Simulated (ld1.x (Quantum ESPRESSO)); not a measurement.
## An all-electron radial function and its pseudo partner (Ar (Z = 18))

Columns: radius, all-electron u(r) and pseudo u(r) of the 3p shell (level -16.09 eV) of argon in the configuration [Ne] 3s2 3p5.5; LDA (PZ), scalar-relativistic, TM scheme, ld1.x (Quantum ESPRESSO) 7.5.

```
r (bohr)  all-electron   pseudo
   0.070        0.1500  -0.0064
   0.140        0.3282  -0.0254
   0.210        0.4021  -0.0564
   0.280        0.3750  -0.0988
   0.350        0.2788  -0.1513
   0.420        0.1440  -0.2125
   0.490       -0.0063  -0.2806
   0.560       -0.1565  -0.3535
   0.630       -0.2971  -0.4288
   0.700       -0.4224  -0.5039
   0.770       -0.5302  -0.5761
   0.840       -0.6195  -0.6425
   0.910       -0.6911  -0.7009
   0.980       -0.7461  -0.7494
   1.050       -0.7862  -0.7868
   1.120       -0.8129  -0.8129
   1.190       -0.8284  -0.8283
   1.260       -0.8341  -0.8341
   1.330       -0.8318  -0.8318
   1.400       -0.8228  -0.8228
   1.470       -0.8086  -0.8086
   1.540       -0.7901  -0.7901
   1.610       -0.7683  -0.7683
   1.680       -0.7441  -0.7441
   1.750       -0.7181  -0.7181
   1.820       -0.6908  -0.6908
```

(1) How many radial nodes do the two functions have?

(2) At about which radius was the pseudo-wave matched?

(3) Where does each function peak?

(4) Is the pseudo-wave norm-conserving?

Results:

(1) The all-electron 3p function has n − l − 1 = 1; the pseudo-wave has 0, since the states of the same l below it are removed with the core.

(2) 1.40 bohr. The columns agree to 0.0005 from 1.12 bohr on; several derivatives are matched, so the curves merge somewhat inside the radius.

(3) Outermost all-electron maximum near 1.26 bohr, pseudo maximum near 1.26 bohr (to the table’s step).

(4) Yes: the TM scheme keeps the norm inside the radius equal to the all-electron one, which fixes the energy derivative of the logarithmic derivative at the level.
